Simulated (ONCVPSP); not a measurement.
## titanium: one change to an ONCV potential, before and after

ONCVPSP 4.0.1 input, shortened (lines: element, Z, core and valence counts, functional; n l f; lmax; l rc ep ncon nbas qcut; lloc lpopt rc5 dvloc0; l nproj debl; icmod fcfact rcfact), PBEsol, scalar-relativistic:

```
  Ti 22.00    5    2  -116133      upf
    1    0    2.00
    2    0    2.00
    2    1    6.00
    3    0    2.00
    3    1    6.00
    3    2    2.00
    4    0    1.50
    2
    0    2.55    0.00    4    9    2.10
    1    2.20    0.13    4    8    4.10
    2    2.40    0.00    5    9    7.10
    1    5    2.20    0.00
    0    2    3.10
    1    0    3.40
    2    2    2.60
    1    0.45    0.00
```

Change: p: nproj 1; local potential polynomial inside 1.40 bohr (lpopt 5, dvloc0 4 Ha).

Cutoffs: the cutoffs (Ha) at which the residual kinetic energy of the hardest occupied pseudo-wave falls to 1 and 0.1 mHa per electron; they do not see the model core or the augmentation charge, which bear on the density cutoff. Errors are all-electron minus pseudo energies relative to the spin-unpolarised reference configuration.

Task: How do hardness, ghosts and transferability respond?

Result: The potential gets neither clearly harder nor softer (19 Ha and 22 Ha → 19 Ha and 22 Ha); of the 4 tests that both files solve, the error grows in 1 and shrinks in 0 by more than 15 % and 0.3 meV (median size 11.7 → 10.1 meV); the range in which the d phases agree widens (upper end 0.3 → 3.9); neither file shows a bound ghost.

| quantity | base | changed |
| --- | --- | --- |
| cutoff, loose | 19 Ha | 19 Ha |
| cutoff, tight | 22 Ha | 22 Ha |
| bound ghosts | none | none |
| GHOST(+) flags under 300 eV | s at 91.9 eV | s at 70.3 eV |
| error for 3d2 4s2, meV [ΔE -2.94 eV] | -0.2 | 0.0 |
| error for 3d2 4s1, meV [ΔE 4.42 eV] | -1.3 | -1.1 |
| error for 3d2 4s0, meV [ΔE 17.89 eV] | -22 | -19 |
| error for 3d2 4s0 4p2, meV [ΔE 3.36 eV] | +55 | +76 |
| s: phases at 2.58 bohr within 0.05 rad from the reference energy up to (Ha; the scan ends near 5) | 3.0 | 2.2 |
| p: phases at 2.24 bohr within 0.05 rad from the reference energy up to (Ha; the scan ends near 5) | 0.4 | 0.3 |
| d: phases at 2.43 bohr within 0.05 rad from the reference energy up to (Ha; the scan ends near 5) | 0.3 | 3.9 |
| rms error of d²Exc/dni dnj with the model core, mHa | 6.88 | 6.88 |
